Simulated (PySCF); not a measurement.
Job file and geometry (Å, from GFN2-xTB) of an NMR shielding run on SMILES COC1=C(F)OC=[O+][BH2-]O1, C4H6BFO4, GIAO PBE0/pcSseg-1 NMR shielding, non-relativistic, gas phase (PySCF 2.14.0, density-fitted response routines); density fitting, a coarse starting grid and PySCF grid level 2 are the driver's defaults:

```
$ OMP_NUM_THREADS=1 python probes_run.py task.json out

{"job": {"kind": "nmr", "xc": "PBE0", "basis": "pcSseg-1"}, "charge": 0, "multiplicity": 1}
C     -2.534769     0.224163    -0.976872
O     -1.607741    -0.832391    -0.792280
C     -0.423938    -0.499091    -0.227983
C      0.441043    -1.537578    -0.033239
F      0.094590    -2.794606    -0.405840
O      1.691096    -1.570414     0.507767
C      2.388214    -0.579259     0.955197
O      2.115398     0.638974     1.011928
B      0.972125     1.471804     0.491016
O     -0.248042     0.739276     0.091071
H     -3.387435    -0.229132    -1.476481
H     -2.839465     0.648219    -0.017287
H     -2.109030     1.018083    -1.594463
H      3.355353    -0.909402     1.332479
H      0.672797     2.191669     1.381418
H      1.412205     2.028631    -0.462601
```

Problem. What does the program print?

Solution. 
```
coarse grid: 14584 points
cycle   1  E = -580.5814620740  dE =  2.157e+00  |g| = 1.080e+00  |ddm| = 3.690e+00
cycle   2  E = -580.1074064950  dE =  4.741e-01  |g| = 1.904e+00  |ddm| = 1.992e+00
cycle   3  E = -580.7923622729  dE = -6.850e-01  |g| = 2.496e-01  |ddm| = 1.405e+00
cycle   4  E = -580.8012465473  dE = -8.884e-03  |g| = 1.395e-01  |ddm| = 2.627e-01
cycle   5  E = -580.8046652340  dE = -3.419e-03  |g| = 2.624e-02  |ddm| = 8.860e-02
cycle   6  E = -580.8047735427  dE = -1.083e-04  |g| = 1.374e-02  |ddm| = 2.825e-02
cycle   7  E = -580.8048102649  dE = -3.672e-05  |g| = 2.734e-03  |ddm| = 1.098e-02
cycle   8  E = -580.8048116140  dE = -1.349e-06  |g| = 6.433e-04  |ddm| = 2.066e-03
final grid: 144712 points
cycle   9  E = -580.9082223486  dE = -4.471e-05  |g| = 1.504e-02  |ddm| = 2.470e-02
cycle  10  E = -580.9081786279  dE =  4.372e-05  |g| = 2.198e-02  |ddm| = 1.910e-02
cycle  11  E = -580.9082602395  dE = -8.161e-05  |g| = 1.736e-03  |ddm| = 1.228e-02
cycle  12  E = -580.9082609059  dE = -6.665e-07  |g| = 5.373e-04  |ddm| = 1.750e-03
cycle  13  E = -580.9082609575  dE = -5.159e-08  |g| = 2.019e-04  |ddm| = 4.694e-04
cycle  14  E = -580.9082609644  dE = -6.924e-09  |g| = 6.352e-05  |ddm| = 1.539e-04
cycle  15  E = -580.9082609653  dE = -8.631e-10  |g| = 1.956e-05  |ddm| = 6.776e-05
converged SCF energy = -580.9082609653

GIAO shielding tensors (ppm)
atom      isotropic    diamagn.    paramagn.     s11        s22        s33       span
  0 C      132.300     244.349    -112.049    103.595    114.362    178.943     75.348
  1 O      230.135     395.130    -164.994    150.772    252.547    287.087    136.315
  2 C       35.413     254.313    -218.900     -1.426     22.810     84.853     86.279
  3 C       38.066     250.741    -212.676     17.096     26.581     70.520     53.423
  4 F      332.058     471.785    -139.727    263.351    320.137    412.686    149.335
  5 O       66.278     395.015    -328.737    -84.523     77.435    205.923    290.446
  6 C       28.799     245.393    -216.594    -36.374     31.878     90.894    127.268
  7 O       13.867     395.772    -381.905   -142.401    -79.107    263.110    405.511
  8 B      104.174     188.978     -84.805     94.121    108.128    110.272     16.151
  9 O      164.713     403.109    -238.396     60.340    159.263    274.537    214.197
 10 H       27.715      27.406       0.309     23.618     26.022     33.504      9.886
 11 H       27.675      29.358      -1.683     23.904     25.346     33.774      9.870
 12 H       27.556      29.540      -1.984     23.383     25.721     33.565     10.181
 13 H       23.887      24.917      -1.031     18.725     25.288     27.647      8.923
 14 H       28.195      30.608      -2.413     24.025     28.776     31.785      7.759
 15 H       28.083      30.759      -2.677     24.625     28.482     31.141      6.516
```

Size and cost of the density-fitted run: 200 basis functions, 35 s wall time on 1 thread of an Arm Neoverse V2, shared host; peak memory 0.88 GiB.
